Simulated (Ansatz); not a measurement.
H5GeSi, doublet, at a GFN2-xTB geometry, atoms displaced at random by about 0.03 Å a coordinate; Ansatz (an electronic-structure program) with HF/cc-pVDZ, gradient.

The Ansatz input:
Ansatz 0.2 input:
```yaml
crystal:
  periodic: [false, false, false]
  atoms:
    - {symbol: Si, position_ang: [1.58033684, -0.15639327, 0.20027069]}
    - {symbol: Ge, position_ang: [-0.71674080, 0.10639760, -0.07423896]}
    - {symbol: H, position_ang: [2.39596552, 0.97355663, -0.34948895]}
    - {symbol: H, position_ang: [2.15693821, -1.37059973, -0.29633586]}
    - {symbol: H, position_ang: [-1.52575473, -0.28680501, 1.16274175]}
    - {symbol: H, position_ang: [-1.16180678, 1.47162363, -0.34019613]}
    - {symbol: H, position_ang: [-1.37664311, -0.68541236, -1.20183712]}
basis:
  gaussian:
    orbitals: cc-pVDZ
hamiltonian:
  xc: hf
magnetization: {spin_polarized: true, initial_magnetization: 1}
output: {forces: true}
```

Question: What does Ansatz print? Leave out banner, timings and long lists.

Answer: 
```
Functional definition: HF
724 factors; integrals over basis functions are off by at most 9.6e-4 eV
mean field evaluation 1: about -64411.5843 eV, gradient 8.9e0 eV
mean field evaluation 2: about -64411.5906 eV, gradient 8.9e0 eV
mean field evaluation 4: about -64412.6494 eV, gradient 7.7e-1 eV
mean field evaluation 8: about -64412.6620 eV, gradient 4.3e-3 eV
mean field -64412.66196350 eV, -2367.1216666884 hartree, gradient 1.5e-5 eV, S^2 0.757818; 0 other end points of the search recorded, 0 dependent functions left out
the calculation of the forces begins
reference -64412.66196350 eV, -2367.1216666884 hartree; 26, 25 occupied and 44, 45 virtual orbitals, 724 factors
Total energy: -64412.66196350 eV, -2367.1216666884 hartree
Atom 0 at     1.580337    -0.156393     0.200271 Å, force     0.799351     1.055277     0.389080 eV/Å
Atom 1 at    -0.716741     0.106398    -0.074239 Å, force    -1.168902    -1.123179     0.084314 eV/Å
Atom 2 at     2.395966     0.973557    -0.349489 Å, force    -0.198970    -0.040404     0.089514 eV/Å
Atom 3 at     2.156938    -1.370600    -0.296336 Å, force     0.289152    -1.073587    -0.354474 eV/Å
Atom 4 at    -1.525755    -0.286805     1.162742 Å, force     0.154349    -0.206700     0.338146 eV/Å
Atom 5 at    -1.161807     1.471624    -0.340196 Å, force    -0.088928     1.744541    -0.267871 eV/Å
Atom 6 at    -1.376643    -0.685412    -1.201837 Å, force     0.213947    -0.355947    -0.278708 eV/Å
Dipole moment:     0.091046    -0.013454     0.023560 e Å
```
